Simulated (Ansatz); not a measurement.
```yaml
atoms:
  - { symbol: O, position_ang: [-0.0173, -0.0309, -0.1549] }
  - { symbol: H, position_ang: [-0.0443, 0.7473, 0.5008] }
  - { symbol: H, position_ang: [0.0490, -0.7606, 0.4864] }
```

Basis set: def2-TZVP (spherical functions). Frozen core: 1 orbital. Charge 0, multiplicity 1.

Computed with Ansatz (development build ahead of 0.2.0); each method stands on the lowest determinant of its kind that the runs found. Restricted open shells among the atoms or ions are ROHF, correlated in semicanonical orbitals with singles. Restricted functionals stand beside restricted open-shell atoms, which can lie above the unrestricted atoms usual in DFT and then raise those values.

The atomization energy at this shape (free ground-state atoms in the same class of orbitals less the molecule, no zero-point energy) of singlet H2O:

```tsv
method	atomization energy
RHF-MP2	9.60 eV
RHF	6.62 eV
```

Q: What does PBE0 (restricted) give?

A: 9.69 eV.
